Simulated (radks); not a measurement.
Values are calculated unless marked as measured or tabulated.
Q: These are the eigenvalues of the occupied orbitals of an atom or ion with whole-number occupations (eV). Code: a radial shooting solver on a logarithmic mesh with Libxc functionals. Model: scalar-relativistic Kohn-Sham, PBE, spin-unpolarised, spherical densities, point nucleus.

orbital  eigenvalue
1s        -33004.40
2s        -7138.954
2p        -6699.175

Which element is it, and in what charge state? The configuration may be excited.

A: Z = 51, antimony, charge +41: Sb41+ in [Ne]. The list shows which subshells hold electrons but not how many an open one holds; the 1s level, -1212.9 hartree, gives Z - s = 49.3 by -(Z - s)^2/2, which with screening and relativity narrows Z to a few neighbours, and the depths of the outer levels then fix element, charge and occupations together.
